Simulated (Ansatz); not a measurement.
CoO, quartet (typed; the unrestricted solution is spin-contaminated), at a GFN2-xTB geometry (such geometries of metal compounds can be far from the true shape); HF/def2-SVP run with Ansatz (a program for electronic structure).

Input for Ansatz:
Ansatz 0.2 input:
```yaml
crystal:
  periodic: [false, false, false]
  atoms:
    - {symbol: Co, position_ang: [-0.00000000, -0.00000000, -0.35224532]}
    - {symbol: O, position_ang: [0.00000000, 0.00000000, 1.18882794]}
basis:
  gaussian:
    orbitals: def2-SVP
hamiltonian:
  xc: hf
magnetization: {spin_polarized: true, initial_magnetization: 3}
scf: {lower_state_search: off}
```

What the program printed (banner, timings and long lists left out):

```
Functional definition: HF
these checks for a lower state are left out or cut short: stability, starts, cluster_reference, orbital_swaps, neighbouring_geometries, increment
460 factors; integrals over basis functions are off by at most 7.5e-4 eV
mean field evaluation 1: about -39610.2295 eV, gradient 3.0e1 eV
mean field evaluation 2: about -39610.3780 eV, gradient 3.1e1 eV
mean field evaluation 4: about -39614.2500 eV, gradient 5.8e0 eV
mean field evaluation 8: about -39615.0202 eV, gradient 1.0e0 eV
mean field evaluation 16: about -39616.0828 eV, gradient 3.1e-2 eV
mean field -39616.93532232 eV, -1455.8955197719 hartree, gradient 3.1e-6 eV, S^2 4.602580; 0 other end points of the search recorded, 0 dependent functions left out
reference -39616.93532232 eV, -1455.8955197719 hartree; 19, 16 occupied and 26, 29 virtual orbitals, 460 factors
Total energy: -39616.93532232 eV, -1455.8955197719 hartree
Checks for a lower state left out: stability, starts, cluster_reference, orbital_swaps, neighbouring_geometries, increment
```
